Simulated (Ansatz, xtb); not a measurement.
Relaxing a trial structure of C2H6Te

The starting geometry of this gas-phase singlet has its atoms placed at random.

```tsv
atom	x (Å)	y (Å)	z (Å)
C	1.3847	-1.6624	-1.2336
C	-1.5451	1.7158	0.7155
Te	0.2153	0.6924	-1.2136
H	0.7697	1.4236	-0.0764
H	-0.9967	0.3600	-0.4834
H	0.1608	-1.0380	-2.1847
H	0.0830	-1.2465	-0.9685
H	-0.4800	1.6091	1.1628
H	1.1534	0.1154	0.4911
```

Task: Guess where an optimisation with r2SCAN-D4/def2-SVP ends from this start.

Result: It ends as `C=[TeH]C`. Distances that change by over a tenth: Te3–H4 (1.46 → 1.68 Å). Contacts that open: Te3–H5 (1.45 → 2.59 Å), Te3–H6 (1.98 → 2.80 Å), Te3–H7 (1.96 → 2.79 Å), Te3–H9 (2.03 → 2.80 Å). Contacts that close: C1–Te3 (2.63 → 2.24 Å), C1–H6 (1.67 → 1.10 Å), C1–H7 (1.39 → 1.10 Å), C1–H9 (2.49 → 1.10 Å), C2–Te3 (2.80 → 2.01 Å), C2–H5 (1.89 → 1.10 Å).

The energy falls by 17.99 eV over 28 steps:

```csv
step,E − E(last) (eV)
1,17.987
4,9.720
7,6.220
10,2.746
13,0.931
16,0.070
19,0.016
22,0.005
25,0.001
28,0.000
```

Final geometry (Å):

```yaml
atoms:
  - { symbol: C, position_ang: [0.8568, -0.9782, -1.0789] }
  - { symbol: C, position_ang: [-1.1960, 1.5555, 0.5370] }
  - { symbol: Te, position_ang: [-0.2849, 0.9522, -1.1522] }
  - { symbol: H, position_ang: [1.1985, 1.7028, -0.8776] }
  - { symbol: H, position_ang: [-2.2499, 1.2464, 0.5111] }
  - { symbol: H, position_ang: [1.6417, -0.9510, -1.8502] }
  - { symbol: H, position_ang: [0.1525, -1.7985, -1.2757] }
  - { symbol: H, position_ang: [-0.6724, 1.3262, 1.4747] }
  - { symbol: H, position_ang: [1.2988, -1.0859, -0.0789] }
```

From the same start GFN2-xTB reaches the same bonding as this run.

From so rough a start the end depends on the optimiser's path, so another program may land elsewhere. The end wasn't checked by frequencies. Atoms past krypton carry core potentials, without spin–orbit terms. Run with Ansatz 0.2.0, 54 s on 2 threads of Arm Neoverse V1, on a shared host.
